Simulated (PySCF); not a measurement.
## Radial density of Se (selenium, neutral)

UHF, [Ar] 3d10 4s2 4p4, high-spin 3P determinant. Calculation: PySCF 2.14, in def2-SVP (5s4p3d, 32 functions); no relativity, point nucleus.

| r (bohr) | 4πr²ρ (e/bohr) | 4πr²(ρα − ρβ) |
| --- | --- | --- |
| 0.000825 | 0.2146 | 0.0000 |
| 0.00139 | 0.5931 | 0.0000 |
| 0.00233 | 1.584 | 0.0000 |
| 0.00392 | 4.001 | 0.0000 |
| 0.00660 | 9.467 | 0.0001 |
| 0.0111 | 19.72 | 0.0003 |
| 0.0187 | 33.65 | 0.0017 |
| 0.0314 | 41.53 | 0.0084 |
| 0.0528 | 35.72 | 0.0306 |
| 0.0889 | 38.25 | 0.0640 |
| 0.149 | 48.99 | 0.0309 |
| 0.251 | 29.31 | -0.0059 |
| 0.423 | 31.99 | 0.1461 |
| 0.711 | 20.82 | -0.0036 |
| 1.20 | 4.749 | 0.5511 |
| 2.01 | 3.150 | 1.0321 |
| 3.39 | 0.7617 | 0.2983 |
| 5.69 | 0.01679 | 0.0071 |

Task: Where is the radial spin density 4πr²(ρα − ρβ) most negative, and why is it negative at all?

Result: Around r = 0.251 bohr, down to -0.0059 e/bohr: exchange with the open shell polarises the paired shells in an unrestricted calculation.
